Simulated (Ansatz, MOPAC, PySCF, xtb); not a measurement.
Torsion C1–C2–Ga3–H9 in C2H7Ga (SMILES C[CH2][GaH2]); at each angle all else is relaxed with GFN2-xTB, and the levels are single points there.
Geometry at 0° (charge 0, multiplicity 1):
```tsv
atom	x (Å)	y (Å)	z (Å)
C	-1.0562	0.4955	0.3401
C	-0.3413	-0.7371	-0.2283
Ga	1.5799	-0.1951	-0.6538
H	-1.0420	1.3129	-0.3849
H	-0.5507	0.8473	1.2427
H	-2.0944	0.2787	0.5915
H	-0.8620	-1.0973	-1.1238
H	-0.3726	-1.5603	0.4958
H	2.0600	1.2911	-0.3739
H	2.7217	-1.1180	-1.2621
```

On the grid 0° to 330°, 90° is the highest and 0° the lowest point at MP2/CBS(cc-pVTZ, cc-pVQZ) + ΔCCSD(T)/cc-pVTZ.

Correlated levels freeze the cores. Filled d and f shells under p-block atoms count as core. Rows in 3-21G carry no dispersion term and start afresh at each structure; the Pople sets are all-electron and without relativity. The state reached by PM6 isn't checked.

Codes used: Ansatz (Gaussian orbitals); MOPAC for PM6 (differences of heats of formation); PySCF for 3-21G rows, the dispersion terms; xtb for the GFN methods. Each number belongs to the level named beside it.

```csv
level,energy at 90° less that at 0° (meV)
GFN-FF,5.9
PM6,2.4
GFN2-xTB,44.4
HF/3-21G,-6.4
HF/cc-pVDZ,-4.1
B3LYP/3-21G,-7.4
B3LYP-D4/def2-TZVPP,1.4
PBE0-D3(BJ)/def2-TZVPP,[?]
CCSD/cc-pVDZ,1.5
```

Fill in the missing entries.


- PBE0-D3(BJ)/def2-TZVPP, energy at 90° less that at 0° (meV): 4.7

Ansatz is a program for electronic structure.
